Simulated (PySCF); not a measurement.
Al(Cl)2(SeH) (AlCl2HSe), SMILES [Al]([Cl])([SeH])[Cl].

Coordinates come from a B3LYP-D3(BJ)/def2-SVP optimisation. One conformer was computed; it need not be the lowest.

Calculation: TDA-PBE/def2-SVPD (PySCF).

Vertical excitations.  State labels are in the subgroup Cs.

```
state  symmetry  energy (eV)  λ (nm)      f                                            main pairs
-----  --------  -----------  ------  -----  ----------------------------------------------------
S1           A"         4.62     268  0.025                                        HOMO→LUMO 99 %
S2           A'         5.22     237  0.041                    HOMO→LUMO+1 83 %, HOMO−1→LUMO 13 %
S3           A"         5.55     224  0.008                                      HOMO→LUMO+2 99 %
S4           A'         5.99     207  0.013                    HOMO−2→LUMO 81 %, HOMO−1→LUMO 18 %
S5           A"         6.14     202  0.001                                    HOMO−1→LUMO+1 92 %
S6           A"         6.18     201  0.000                                      HOMO−3→LUMO 99 %
S7           A"         6.22     199  0.000                                    HOMO−2→LUMO+1 93 %
S8           A'         6.30     197  0.282  HOMO−1→LUMO 55 %, HOMO−2→LUMO 15 %, HOMO−5→LUMO 13 %
S9           A"         6.69     185  0.044                                      HOMO−4→LUMO 92 %
S10          A'         6.70     185  0.029                HOMO−3→LUMO+1 68 %, HOMO−2→LUMO+2 25 %
T1           A"         4.31     288      0                                        HOMO→LUMO 98 %
T2           A'         4.47     277      0                                      HOMO→LUMO+1 98 %
T3           A"         5.11     242      0                                      HOMO→LUMO+2 99 %
T4           A'         5.53     224      0                                      HOMO−1→LUMO 95 %
```
Triplets are in the Tamm–Dancoff approximation.
